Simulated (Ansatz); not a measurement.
Geometry optimisation, RKS B3LYP-D4/def2-SVP in Ansatz.

Input:

```yaml
crystal:
  periodic: [false, false, false]
  atoms:
    - { symbol: O, position_ang: [0.2595, 1.7161, 0.0827] }
    - { symbol: C, position_ang: [-0.3856, 0.5042, -0.1202] }
    - { symbol: Si, position_ang: [-0.3183, -0.4928, 1.4453] }
    - { symbol: Ge, position_ang: [0.644, -0.4281, -1.53] }
    - { symbol: H, position_ang: [-0.4398, 2.3015, 0.5627] }
    - { symbol: H, position_ang: [1.0583, 1.69952, -0.50188] }
    - { symbol: H, position_ang: [1.1492, -0.6591, 1.8532] }
    - { symbol: H, position_ang: [-0.8561, -1.7975, 1.2333] }
    - { symbol: H, position_ang: [-1.0066, 0.2252, 2.5702] }
    - { symbol: H, position_ang: [0.4925, 0.3806, -2.8168] }
    - { symbol: H, position_ang: [-0.0888, -1.8297, -1.7205] }
    - { symbol: H, position_ang: [2.073, -0.6088, -1.0983] }
basis:
  gaussian: { orbitals: def2-SVP }
hamiltonian:
  xc: b3lyp
  dispersion: d4
relax:
  f_tol: 0.02
  max_steps: 50
```

Launched with:

```bash
$ ansatz run input.yaml --threads 2 --pin off --max-ram 3072MiB --backend cpu --events-out ev --progress --plain --runs-dir out
```

**Question.** Where does it end, and by what steps?

**Answer.** The run converged. The force dipped under the threshold on the way, but the program's further checks kept it going. After 21 steps the energy has fallen by 1.816 eV; H12 moved furthest, 1.02 Å.

```json
{"step": "0", "energy less start (eV)": "0.0000", "largest force component (eV/Å)": "5.291", "accepted": "yes"}
{"step": "1", "energy less start (eV)": "-0.9794", "largest force component (eV/Å)": "2.659", "accepted": "yes"}
{"step": "2", "energy less start (eV)": "-1.4439", "largest force component (eV/Å)": "0.760", "accepted": "yes"}
{"step": "3", "energy less start (eV)": "-1.6407", "largest force component (eV/Å)": "1.181", "accepted": "yes"}
{"step": "4", "energy less start (eV)": "-1.7591", "largest force component (eV/Å)": "0.560", "accepted": "yes"}
{"step": "5", "energy less start (eV)": "-1.7926", "largest force component (eV/Å)": "0.496", "accepted": "yes"}
{"step": "6", "energy less start (eV)": "-1.8055", "largest force component (eV/Å)": "0.119", "accepted": "yes"}
{"step": "7", "energy less start (eV)": "-1.8078", "largest force component (eV/Å)": "0.094", "accepted": "yes"}
{"step": "8", "energy less start (eV)": "-1.8093", "largest force component (eV/Å)": "0.074", "accepted": "yes"}
{"step": "9", "energy less start (eV)": "-1.8110", "largest force component (eV/Å)": "0.039", "accepted": "yes"}
{"step": "10", "energy less start (eV)": "-1.8115", "largest force component (eV/Å)": "0.064", "accepted": "yes"}
{"step": "11", "energy less start (eV)": "-1.8117", "largest force component (eV/Å)": "0.062", "accepted": "yes"}
{"step": "12", "energy less start (eV)": "-1.8126", "largest force component (eV/Å)": "0.033", "accepted": "yes"}
{"step": "13", "energy less start (eV)": "-1.8130", "largest force component (eV/Å)": "0.061", "accepted": "yes"}
{"step": "14", "energy less start (eV)": "-1.8136", "largest force component (eV/Å)": "0.045", "accepted": "yes"}
{"step": "15", "energy less start (eV)": "-1.8143", "largest force component (eV/Å)": "0.028", "accepted": "yes"}
{"step": "16", "energy less start (eV)": "-1.8148", "largest force component (eV/Å)": "0.021", "accepted": "yes"}
{"step": "17", "energy less start (eV)": "-1.8150", "largest force component (eV/Å)": "0.058", "accepted": "yes"}
{"step": "18", "energy less start (eV)": "-1.8152", "largest force component (eV/Å)": "0.032", "accepted": "yes"}
{"step": "19", "energy less start (eV)": "-1.8154", "largest force component (eV/Å)": "0.012", "accepted": "yes"}
{"step": "20", "energy less start (eV)": "-1.8155", "largest force component (eV/Å)": "0.019", "accepted": "yes"}
{"step": "21", "energy less start (eV)": "-1.8156", "largest force component (eV/Å)": "0.019", "accepted": "yes"}
```

```xyz
12
Properties=species:S:1:pos:R:3
O 0.525 1.714 0.263
C -0.274 0.314 0.009
Si -0.397 -0.559 1.618
Ge 0.467 -0.391 -1.613
H 0.018 2.414 -0.179
H 1.428 1.706 -0.126
H 0.886 -0.868 2.354
H -1.061 -1.861 1.302
H -1.236 0.183 2.616
H -0.220 0.100 -2.918
H 0.514 -1.932 -1.652
H 1.933 0.190 -1.714
```

Time of the run: 67 s on 2 threads of Arm Neoverse V2, on a shared host, peak memory 0.3 GiB.
